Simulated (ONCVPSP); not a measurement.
Building the ONCV potential for W (Z = 74) (PBEsol, scalar-relativistic).

```
Element                 : tungsten (W)
Generator               : ONCVPSP 4.0.1
Type                    : optimised norm-conserving Vanderbilt (ONCV)
Functional              : PBEsol
Relativity              : scalar-relativistic
Frozen core             : [Kr] 4d10
Valence charge          : 28
Reference configuration : 4f14 5s2 5p6 5d4 6s1.75 6p0.25
Partial waves           : 5s+6s: rc 1.50 bohr, ncon 5, nbas 10, qcut 6.2 1/bohr, 3 projectors, debl 3.7 Ha; 5p+6p: rc 2.15 bohr, ncon 4, nbas 8, qcut 7.5 1/bohr, 2 projectors; 5d: rc 1.75 bohr, ncon 3, nbas 7, qcut 5.5 1/bohr, 1 projector; 4f: rc 1.10 bohr, ncon 3, nbas 7, qcut 14.3 1/bohr, 2 projectors, debl 1.6 Ha
Local potential         : polynomial inside 0.90 bohr (lpopt 5, dvloc0 6 Ha)
Core correction         : none
```

All-electron outer shells of the reference configuration (PBEsol, scalar-relativistic, ld1.x):

```json
{"shell": "4p", "level (eV)": "-423.71", "outermost node (bohr)": "0.24", "outermost maximum (bohr)": "0.44"}
{"shell": "4d", "level (eV)": "-238.69", "outermost node (bohr)": "0.22", "outermost maximum (bohr)": "0.45"}
{"shell": "5s", "level (eV)": "-79.53", "outermost node (bohr)": "0.53", "outermost maximum (bohr)": "0.96"}
{"shell": "5p", "level (eV)": "-43.64", "outermost node (bohr)": "0.57", "outermost maximum (bohr)": "1.09"}
{"shell": "4f", "level (eV)": "-33.66", "outermost node (bohr)": "–", "outermost maximum (bohr)": "0.43"}
{"shell": "6s", "level (eV)": "-6.03", "outermost node (bohr)": "1.28", "outermost maximum (bohr)": "2.64"}
{"shell": "5d", "level (eV)": "-4.89", "outermost node (bohr)": "0.63", "outermost maximum (bohr)": "1.49"}
{"shell": "6p", "level (eV)": "-1.55", "outermost node (bohr)": "1.54", "outermost maximum (bohr)": "3.70"}
```

Task: Does the generator finish with these settings?

Result: Yes, a potential is produced and its reference levels are reproduced.

Task: Estimate the cutoffs (Ha) at which the residual kinetic energy of the hardest occupied pseudo-wave falls to 1 and 0.1 mHa per electron.

Result: 94 Ha and 125 Ha.

Task: What does a ghost test show?

Result: No bound ghost flagged; GHOST(+) flagged for s at 228.3 eV.

Task: Tests: 4f14 5s2 5p6 5d4 6s2 6p0; 4f14 5s2 5p6 5d4 6s1 6p0; 4f14 5s2 5p6 5d4 6s0 6p0; 4f14 5s2 5p6 5d4 6s1 6p1. Which has the largest error in its energy relative to the reference configuration, and how large is it?

Result: 4f14 5s2 5p6 5d4 6s0 6p0, with -11 meV (all-electron minus pseudo) on +23.51 eV.
